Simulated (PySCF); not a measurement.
2-thiophenecarbonitrile, C$_{5}$H$_{3}$NS

Molfile (atoms numbered from 1):
```
C5H3NS
     RDKit          3D

 10 10  0  0  0  0  0  0  0  0999 V2000
    3.2499   -0.5443    0.4590 N   0  0  0  0  0  0  0  0  0  0  0  0
    2.1337   -0.2809    0.2798 C   0  0  0  0  0  0  0  0  0  0  0  0
    0.7728    0.0434    0.0627 C   0  0  0  0  0  0  0  0  0  0  0  0
   -0.2110   -0.7595   -0.4800 C   0  0  0  0  0  0  0  0  0  0  0  0
   -1.4641   -0.1044   -0.5466 C   0  0  0  0  0  0  0  0  0  0  0  0
   -1.4114    1.1772   -0.0562 C   0  0  0  0  0  0  0  0  0  0  0  0
    0.1517    1.6021    0.4892 S   0  0  0  0  0  0  0  0  0  0  0  0
   -0.0205   -1.7798   -0.8127 H   0  0  0  0  0  0  0  0  0  0  0  0
   -2.3727   -0.5596   -0.9412 H   0  0  0  0  0  0  0  0  0  0  0  0
   -2.2229    1.9009    0.0122 H   0  0  0  0  0  0  0  0  0  0  0  0
  1  2  3  0
  2  3  1  0
  3  4  2  0
  4  5  1  0
  5  6  2  0
  6  7  1  0
  7  3  1  0
  4  8  1  0
  5  9  1  0
  6 10  1  0
M  END
```

Computed with quadratic response CAM-B3LYP/def2-TZVPD first hyperpolarisability, Taylor convention, gas phase in PySCF 2.14.0. Geometry: PBE0-D3(BJ)/def2-SVP.

(1) Give β for the processes computed.

(2) Which lowest excitations, dipole and polarisabilities go with it?

Results:

(1) In au, Taylor convention; the vector part is βᵢ = ⅓ Σⱼ (βᵢⱼⱼ + βⱼᵢⱼ + βⱼⱼᵢ); β∥ is 3/5 of the vector part along the dipole, the dipole points from − to +:
| process | λ (nm) | β vector norm | β∥ | β HRS | depolarisation ratio |
| --- | --- | --- | --- | --- | --- |
| static β(0;0,0) | ∞ | 72.2 | 35.3 | 45.7 | 2.33 |
| second harmonic β(−2ω;ω,ω) | 1907 | 76.8 | 38.3 | 48.2 | 2.38 |
| Pockels β(−ω;ω,0) | 1907 | 73.7 | 36.2 | – | – |
| second harmonic β(−2ω;ω,ω) | 1064 | 90.1 | 47.0 | 55.1 | 2.50 |
| Pockels β(−ω;ω,0) | 1064 | 77.2 | 38.5 | – | – |

(2) S1 5.09 eV (f = 0.202); S2 5.52 eV (f = 0.105); S3 5.93 eV (f = 0.000); dipole 4.91 D; isotropic α 81.6 au static, 81.9 au at 1907 nm, 82.7 au at 1064 nm, 83.0 au at 953.5 nm, 86.5 au at 532 nm.
